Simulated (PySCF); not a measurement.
**From computed data to an observable: entropy of an ideal gas**

MgHCl, SMILES [MgH][Cl].

Coordinates come from a r2SCAN-D4/def2-TZVPD optimisation.

r2SCAN-D4/def2-TZVPD (PySCF) gives the harmonic wavenumbers 310, 310, 477, 1670 cm⁻¹ and the rotational temperature 0.3110 K. The molar mass is 60.76 g/mol, the symmetry number 1, the spin multiplicity 1.

### Question
Work out the entropy at 298.15 K and 1 atm in the rigid-rotor, harmonic-oscillator model.

### Answer

Translation (Sackur–Tetrode at 1 atm): S = R[1.5 ln M + 2.5 ln T − 1.16487] = 160.0 J/(mol K).
Rotation: q = T/(σ θ) = 959, S = R[ln q + 1] = 65.4 J/(mol K).
Vibration: with u = 1.4388 ν/T, each mode gives R[u/(e^u − 1) − ln(1 − e^−u)]:
| ν (cm⁻¹) | modes | u | S (J/(mol K)) |
|---|---|---|---|
| 310 | 2 | 1.50 | 11.40 |
| 477 | 1 | 2.30 | 3.00 |
| 1670 | 1 | 8.06 | 0.02 |
These are all the modes. Sum 14.4 J/(mol K).
Spin: R ln 1 = 0.0 J/(mol K).
Total 239.8 J/(mol K); the program's own thermochemistry gives 239.8. Translation makes up 67 % and vibration 6 %. Anharmonicity, hindered rotation and orbital degeneracy are left out.
